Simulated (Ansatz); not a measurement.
Computed with Ansatz on PBE0-D4/def2-TZVP structures; ΔE is electronic, products minus reactants. CCSD(T)/CBS is the MP2 limit (def2-TZVPP, def2-QZVPP) plus CCSD(T) − MP2 in def2-TZVPP, frozen cores. Functionals use def2-TZVPP. Elements past krypton have def2 core potentials. For Ge, In outer-core shells are correlated without core-valence functions, which leaves a few kJ/mol of doubt a bond. Scalar relativity is left out up to krypton. One conformer a species, not always the lowest.

`[Cl][In]([Cl])[GeH3]` + `[GeH3][SiH2][GeH2][SiH2][GeH3]` → `[GeH3][SiH2][GeH2][SiH2][GeH2][GeH3]` + `[Cl][InH][Cl]`  (formal exchange of groups at a Ge–In bond)

`[Cl][In]([Cl])[GeH3]`:

Z-matrix (Å, degrees):
```
Ge
In 1 2.585
H 1 1.533 2 109.2
H 1 1.533 2 108.9 3 -120.8
H 1 1.534 2 108.1 3 119.8
Cl 2 2.327 1 124.7 3 -15.2
Cl 2 2.327 1 124.6 3 165.3
```

`[GeH3][SiH2][GeH2][SiH2][GeH3]`:

Cartesian coordinates in Å:
```
Ge -1.966 -0.134 -1.807
Si -0.602 1.637 -0.993
Ge -0.243 1.361 1.344
Si 0.466 -0.877 1.744
Ge 2.245 -1.428 0.264
H -3.323 -0.136 -1.084
H -2.218 -0.003 -3.319
H -1.281 -1.486 -1.543
H 0.715 1.596 -1.687
H -1.244 2.948 -1.283
H 0.833 2.346 1.839
H -1.546 1.654 2.112
H -0.680 -1.794 1.492
H 0.905 -1.053 3.156
H 2.736 -2.868 0.483
H 1.774 -1.291 -1.194
H 3.429 -0.469 0.477
```

`[GeH3][SiH2][GeH2][SiH2][GeH2][GeH3]`:

```xyz
20

Ge    2.479   -0.305    1.140
Si    1.373    1.802    1.055
Ge   -0.029    2.018   -0.861
Si   -2.162    1.040   -0.468
Ge   -1.881   -1.175    0.351
Ge   -0.503   -2.447   -1.186
H     3.249   -0.552   -0.167
H     3.477   -0.335    2.311
H     1.476   -1.455    1.335
H     2.411    2.870    1.035
H     0.553    1.983    2.285
H    -0.194    3.509   -1.216
H     0.643    1.327   -2.063
H    -2.951    1.006   -1.731
H    -2.900    1.870    0.525
H    -1.198   -1.120    1.730
H    -3.240   -1.879    0.526
H    -1.298   -2.741   -2.469
H     0.746   -1.636   -1.570
H    -0.053   -3.779   -0.563
```

`[Cl][InH][Cl]`:

Z-matrix (Å, degrees):
```
In
Cl 1 2.312
Cl 1 2.312 2 111.9
H 1 1.694 2 124.1 3 -180.0
```

| level | ΔE (kJ/mol) |
| --- | --- |
| BLYP-D4 | 27.4 |
| B2PLYP | 31.9 |
| BLYP | 40.3 |
| BHLYP | 34.5 |
| CAM-B3LYP | 32.6 |
| CCSD(T)/def2-SVP | 32.1 |
| HF/def2-TZVPP | 35.1 |
| CCSD/CBS(def2) | 27.7 |

What does CCSD(T)/CBS give? (Best estimate.)

The calculation gave: +25.8 kJ/mol. The listed levels differ from it by 1.6, 6.1, 14.5, 8.7, 6.8, 6.3, 9.3, 1.9 kJ/mol.

Largest T1 diagnostic among the species: 0.013.

At CCSD(T), def2-SVP lies +6.3 kJ/mol from the extrapolated value and def2-TZVPP −4.5 kJ/mol. Leaving LDA and LC-ωPBE aside and taking each functional with its dispersion term where it has one, the values, not all of them listed here, spread over 10.1 kJ/mol, from B97M-V to B2PLYP. LDA lies −8.6 kJ/mol from PBE without D4. The D4 term adds −10.6 kJ/mol with B3LYP and −6.3 kJ/mol with PBE0; it sums over pairs of atoms, weighted by their polarisabilities, and B3LYP, whose exchange is more repulsive, gets the larger term.

B3LYP here is the variant with VWN-RPA as its local correlation; programs differ in this.
